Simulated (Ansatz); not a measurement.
Two structures of CH5FZn, closed shell, reached by relaxing down either side of one saddle point (PBE0-D4/def2-TZVP). Energies are electronic, without zero-point energy. Program: Ansatz 0.2.0. Basis: def2-TZVPP and def2-QZVPP. Cores are frozen in the correlated methods. The 3s and 3p shells of Cu and Zn are frozen; filled d shells are correlated. Extrapolation: Hartree–Fock as exp(−7.88 √X), correlation as X^−2.97. First:

```xyz
8
angstrom
Zn 0.0053 0.2007 0.6042
H 0.5971 -0.4060 1.9163
C -0.7497 1.0030 -0.9845
H 1.2689 -1.7752 1.4387
F 1.5770 -2.5056 0.9379
H -1.3822 1.8572 -0.7320
H 0.0414 1.3500 -1.6533
H -1.3578 0.2759 -1.5275
```

Second:

Zn1  (0.323, -0.751, -0.453)
H2  (0.664, -0.256, 2.621)
C3  (-0.644, 0.786, -1.056)
H4  (0.951, -0.883, 2.330)
F5  (1.212, -2.170, 0.084)
H6  (-1.011, 1.359, -0.203)
H7  (0.001, 1.430, -1.656)
H8  (-1.497, 0.485, -1.666)
(Å)

(1) Which bonds change from the first to the second?

(2) Give the saddle point's structure and its height above each. (To be estimated.)

T1 diagnostic: at most 0.016.

## Answers

(1) CH₄Zn ([CH3][ZnH]) + HF → CH₃FZn ([CH3][Zn][F]) + H₂; bonds formed: Zn1–F5, H2–H4; bonds broken: Zn1–H2, H4–F5.

(2) Computed: 0.555 eV above the first and 1.168 eV above the second (CCSD(T) at an estimated basis limit (MP2 extrapolated from triple and quadruple zeta, plus CCSD(T) − MP2 in triple zeta)).
```xyz
8
angstrom
Zn 0.2017 -0.2291 0.3890
H 0.6966 -0.5150 2.0760
C -0.6632 0.8530 -0.9595
H 1.0381 -1.3076 1.5891
F 1.2127 -1.9821 0.5937
H -1.2356 1.6642 -0.5082
H 0.0869 1.2829 -1.6262
H -1.3373 0.2337 -1.5540
```

Labels in which every atom is bracketed show which atoms are joined, not bond orders.

For scale, one of the runs: CCSD(T)/def2-TZVPP, 196 basis functions, launched by `ansatz run in.yaml --threads 4 --pin off --events-out ev --progress --plain --max-ram 9574MiB`. Time: 39 s of wall clock on 4 CPU threads of an Intel Xeon Platinum 8259CL; the host was shared. Peak host memory: 2.3 GiB.
